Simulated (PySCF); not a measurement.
Isomers of C6H13PSi.

All values: PBE0/pcSseg-1 (PySCF) at PBE0-D3(BJ)/def2-SVP geometries, gas phase, one conformer each.

(1) Rank by HOMO energy, highest first.
A. `[CH2:1]=[CH:2][P:3]1[CH2:4][CH2:5][SiH2:6][CH2:7][CH2:8]1` with C1–C2–P3–C4 -128°, C2–P3–C4–C5 -170°, P3–C4–C5–Si6 64°, C4–C5–Si6–C7 -49°, C5–Si6–C7–C8 49°
B. `[CH3:1][C:2]#[C:3][P:4]([CH3:5])[SiH:6]([CH3:7])[CH3:8]` with C3–P4–Si6–C7 63°
C. `[CH3:1]/[C:2]([SiH3:3])=[P:4]/[CH:5]1[CH2:6][CH2:7][CH2:8]1` with C2–P4–C5–C6 175°, P4–C5–C6–C7 -141°, C5–C6–C7–C8 18°, C6–C7–C8–C5 -18°, P4–C5–C8–C7 138°
D. `[H]/[P:4]=[C:3](\[CH:2]=[CH2:1])[Si:5]([CH3:6])([CH3:7])[CH3:8]` with C1–C2–C3–P4 179°

(2) Rank by LUMO energy, highest first.
A. `[CH3:1]/[C:2]([SiH3:3])=[P:4]/[CH:5]1[CH2:6][CH2:7][CH2:8]1` with C2–P4–C5–C6 175°, P4–C5–C6–C7 -141°, C5–C6–C7–C8 18°, C6–C7–C8–C5 -18°, P4–C5–C8–C7 138°
B. `[CH2:1]=[CH:2][P:3]1[CH2:4][CH2:5][SiH2:6][CH2:7][CH2:8]1` with C1–C2–P3–C4 -128°, C2–P3–C4–C5 -170°, P3–C4–C5–Si6 64°, C4–C5–Si6–C7 -49°, C5–Si6–C7–C8 49°
C. `[H]/[P:4]=[C:3](\[CH:2]=[CH2:1])[Si:5]([CH3:6])([CH3:7])[CH3:8]` with C1–C2–C3–P4 179°
D. `[CH3:1][C:2]#[C:3][P:4]([CH3:5])[SiH:6]([CH3:7])[CH3:8]` with C3–P4–Si6–C7 63°

(3) Rank by HOMO–LUMO gap, lowest first.
A. `[CH3:1][C:2]#[C:3][P:4]([CH3:5])[SiH:6]([CH3:7])[CH3:8]` with C3–P4–Si6–C7 63°
B. `[CH3:1]/[C:2]([SiH3:3])=[P:4]/[CH:5]1[CH2:6][CH2:7][CH2:8]1` with C2–P4–C5–C6 175°, P4–C5–C6–C7 -141°, C5–C6–C7–C8 18°, C6–C7–C8–C5 -18°, P4–C5–C8–C7 138°
C. `[H]/[P:4]=[C:3](\[CH:2]=[CH2:1])[Si:5]([CH3:6])([CH3:7])[CH3:8]` with C1–C2–C3–P4 179°

## Answers

(1) B (-6.13 eV), A (-6.61 eV), D (-6.77 eV), C (-6.98 eV).

(2) D (0.17 eV), B (-0.34 eV), A (-1.71 eV), C (-2.19 eV).

(3) C (4.59 eV), B (5.27 eV), A (6.30 eV).

All values together:

```tsv
SMILES	μ (D)	HOMO (eV)	LUMO (eV)	lowest IAO charge (e)	highest IAO charge (e)	lowest Hirshfeld charge (e)	highest Hirshfeld charge (e)
C/C([SiH3])=P/C1CCC1	0.71	-6.98	-1.71	-0.499 (C)	+0.567 (Si)	-0.139 (C)	+0.292 (Si)
CC#CP(C)[SiH](C)C	1.22	-6.13	0.17	-0.711 (C)	+0.767 (Si)	-0.214 (C)	+0.320 (Si)
[H]/P=C(\C=C)[Si](C)(C)C	1.35	-6.77	-2.19	-0.714 (C)	+1.079 (Si)	-0.219 (C)	+0.387 (Si)
C=CP1CC[SiH2]CC1	0.89	-6.61	-0.34	-0.536 (C)	+0.748 (Si)	-0.161 (C)	+0.331 (Si)
```

Conformers: `[CH3:1]/[C:2]([SiH3:3])=[P:4]/[CH:5]1[CH2:6][CH2:7][CH2:8]1` with C2–P4–C5–C6 175°, P4–C5–C6–C7 -141°, C5–C6–C7–C8 18°, C6–C7–C8–C5 -18°, P4–C5–C8–C7 138°; `[CH3:1][C:2]#[C:3][P:4]([CH3:5])[SiH:6]([CH3:7])[CH3:8]` with C3–P4–Si6–C7 63°; `[H]/[P:4]=[C:3](\[CH:2]=[CH2:1])[Si:5]([CH3:6])([CH3:7])[CH3:8]` with C1–C2–C3–P4 179°; `[CH2:1]=[CH:2][P:3]1[CH2:4][CH2:5][SiH2:6][CH2:7][CH2:8]1` with C1–C2–P3–C4 -128°, C2–P3–C4–C5 -170°, P3–C4–C5–Si6 64°, C4–C5–Si6–C7 -49°, C5–Si6–C7–C8 49°.
